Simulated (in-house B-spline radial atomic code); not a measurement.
Cd⁺. Computed with a B-spline radial atomic code. Model: all-electron spherical atom, spin shells full or empty, radial basis limit, no spin-orbit coupling, Breit or QED, empty-state partial waves extrapolated as (l+1/2)^-4, RPA, G0W0 and static COHSEX of the highest shell as one setting changes (uncorrelated shells keep exact exchange).

In a row where one electron alone is correlated, RPA and GW hold only self-correlation.

Given: element Cd; charge 1; filled core Kr; hamiltonian one-electron scalar X2C; mean-field start PBE; highest l of empty states 9; nuclear rms radius 4.6087 fm; highest mean-field shell 5s up.

Shell: 4d 5 5, 5s 1 0 (electrons up and down).

```json
{"lowest nl shells left uncorrelated": "0", "RPA correlation energy (hartree)": "-3.6924", "G0W0 level (eV)": "-17.519", "G0W0 minus most complete (meV)": "0", "COHSEX level (eV)": "-19.225"}
{"lowest nl shells left uncorrelated": "1", "RPA correlation energy (hartree)": "-3.5207", "G0W0 level (eV)": "-17.519", "G0W0 minus most complete (meV)": "0.1", "COHSEX level (eV)": "-19.225"}
{"lowest nl shells left uncorrelated": "2", "RPA correlation energy (hartree)": "-3.3282", "G0W0 level (eV)": "-17.521", "G0W0 minus most complete (meV)": "-1.5", "COHSEX level (eV)": "-19.229"}
{"lowest nl shells left uncorrelated": "3", "RPA correlation energy (hartree)": "-2.779", "G0W0 level (eV)": "-17.519", "G0W0 minus most complete (meV)": "0.4", "COHSEX level (eV)": "-19.224"}
{"lowest nl shells left uncorrelated": "4", "RPA correlation energy (hartree)": "-2.5987", "G0W0 level (eV)": "-17.528", "G0W0 minus most complete (meV)": "-8.8", "COHSEX level (eV)": "-19.244"}
{"lowest nl shells left uncorrelated": "5", "RPA correlation energy (hartree)": "-2.0697", "G0W0 level (eV)": "-17.522", "G0W0 minus most complete (meV)": "-2.6", "COHSEX level (eV)": "-19.236"}
{"lowest nl shells left uncorrelated": "6", "RPA correlation energy (hartree)": "?", "G0W0 level (eV)": "?", "G0W0 minus most complete (meV)": "?", "COHSEX level (eV)": "?"}
{"lowest nl shells left uncorrelated": "7", "RPA correlation energy (hartree)": "?", "G0W0 level (eV)": "?", "G0W0 minus most complete (meV)": "?", "COHSEX level (eV)": "?"}
{"lowest nl shells left uncorrelated": "8", "RPA correlation energy (hartree)": "-0.6336", "G0W0 level (eV)": "-17.479", "G0W0 minus most complete (meV)": "40.5", "COHSEX level (eV)": "-19.202"}
{"lowest nl shells left uncorrelated": "9", "RPA correlation energy (hartree)": "-0.018557", "G0W0 level (eV)": "-16.487", "G0W0 minus most complete (meV)": "1032.4", "COHSEX level (eV)": "-17.535"}
```

What follows for lowest nl shells left uncorrelated = 6?

RPA correlation energy -1.2475 hartree; G0W0 level -17.482 eV; G0W0 minus most complete 37.7 meV; COHSEX level -19.172 eV.

What follows for lowest nl shells left uncorrelated = 7?

RPA correlation energy -1.0867 hartree; G0W0 level -17.528 eV; G0W0 minus most complete -9 meV; COHSEX level -19.265 eV.
